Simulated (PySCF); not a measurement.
A species of formula C8H10O2S has this rotational fingerprint, computed with PySCF, PBE0-D3(BJ)/def2-SVP geometry optimisation, gas phase:

```
Rotational constants : A = 2550, B = 528.8, C = 500.4 MHz
Dipole components    : |μa| = 5.27 D, |μb| = 2.17 D, |μc| = 0.75 D
Inertial defect      : -143.85 u·Å²
κ                    : -0.97
```

Question: Which candidate fits, each taken in the one conformer that was computed?
A. `[CH3:1][c:2]1[cH:3][cH:4][c:5]([S:6]([CH3:7])(=[O:8])=[O:9])[cH:10][cH:11]1` with C4–C5–S6–C7 -90° (methyl p-tolyl sulfone)
B. `[CH3:1][CH2:2][S:3](=[O:4])(=[O:5])[c:6]1[cH:7][cH:8][cH:9][cH:10][cH:11]1` with C1–C2–S3–O4 67°, C2–S3–C6–C7 90°
C. `[O:1]=[S:2]1(=[O:3])[CH:4]=[CH:5][C:6]([CH:7]2[CH2:8][CH2:9][CH2:10]2)=[CH:11]1` with C5–C6–C7–C8 -172°, O1–S2–C4–C5 113°, C4–C5–C6–C7 179°, C6–C7–C8–C9 142°, C7–C8–C9–C10 -20°
D. `[CH3:1][S:2](=[O:3])(=[O:4])[CH2:5][c:6]1[cH:7][cH:8][cH:9][cH:10][cH:11]1` with C1–S2–C5–C6 56°, S2–C5–C6–C7 -110°

Answer: C. It is O=S1(=O)C=CC(C2CCC2)=C1, a near-prolate asymmetric top, point group C1. The candidates at the same level (rigid rotor, commonest isotopes):

| SMILES | A (MHz) | B (MHz) | C (MHz) | μa (D) | μb (D) | μc (D) | Δ (u·Å²) | point group | rotor |
| --- | --- | --- | --- | --- | --- | --- | --- | --- | --- |
| Cc1ccc(S(C)(=O)=O)cc1 | 2485 | 558.0 | 510.4 | 4.06 | 0.09 | 3.46 | -118.95 | – | near-prolate asymmetric top |
| O=S1(=O)C=CC(C2CCC2)=C1 | 2550 | 528.8 | 500.4 | 5.27 | 2.17 | 0.75 | -143.85 | C1 | near-prolate asymmetric top |
| CS(=O)(=O)Cc1ccccc1 | 2277 | 593.2 | 550.2 | 3.68 | 2.56 | 0.85 | -155.38 | C1 | near-prolate asymmetric top |
| CCS(=O)(=O)c1ccccc1 | 2177 | 620.6 | 579.8 | 2.65 | 0.06 | 3.96 | -174.79 | – | near-prolate asymmetric top |

`Cc1ccc(S(C)(=O)=O)cc1` has B 6 % too high; `CS(=O)(=O)Cc1ccccc1` has B 12 % too high; `CCS(=O)(=O)c1ccccc1` has B 17 % too high. No structure here is proved a minimum.
